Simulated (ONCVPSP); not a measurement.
## Configuration tests for Rb (ONCV)

ONCVPSP 4.0.1 input, shortened (lines: element, Z, core and valence counts, functional; n l f; lmax; l rc ep ncon nbas qcut; lloc lpopt rc5 dvloc0; l nproj debl; icmod fcfact rcfact), PBEsol, fully relativistic:

```
  Rb 37.00    6    3  -116133      upf
    1    0    2.00
    2    0    2.00
    2    1    6.00
    3    0    2.00
    3    1    6.00
    3    2   10.00
    4    0    2.00
    4    1    6.00
    5    0    1.00
    2
    0    2.65    0.00    4    7    4.70
    1    1.90    0.00    4    7    6.60
    2    2.80    0.16    4    8    3.50
    4    4    1.45    2.00
    0    3    3.00
    1    3    3.80
    2    1    0.80
    3    1.50    1.75
```

Open shells are filled in proportion to 2j + 1.

Energies are relative to the spin-unpolarised reference configuration 4s2 4p6 5s1; without spin polarisation the order of configurations can differ from experiment.

Q: Give the all-electron excitation energy and the error of the potential for: 4s2 4p6 5s0; 4s2 4p6 5s0.5; 4s2 4p6 5s0 5p1; 4s2 4p5 5s1.

A:

```csv
valence configuration,charge,ΔE all-electron (eV),error AE − PS (meV)
4s2 4p6 5s0,+1,4.069,-0.4
4s2 4p6 5s0.5,+0.5,1.561,0.0
4s2 4p6 5s0 5p1,0,1.492,-0.3
4s2 4p5 5s1,+1,21.160,-2.7
```

Levels in the configuration 4s2 4p6 5s0 5p1:

| level | all-electron (eV) | pseudo (eV) |
| --- | --- | --- |
| 4s j=1/2 | -33.360 | -33.370 |
| 4p j=3/2 | -17.123 | -17.123 |
| 4p j=1/2 | -18.013 | -18.014 |
| 5p j=3/2 | -1.316 | -1.316 |
| 5p j=1/2 | -1.347 | -1.347 |

These tests converged, but a pseudo level misses the all-electron one widely, so the file describes the atom poorly there or has found another state: 4s2 4p6 5s0 5p1: empty 5s by 3.1 eV.
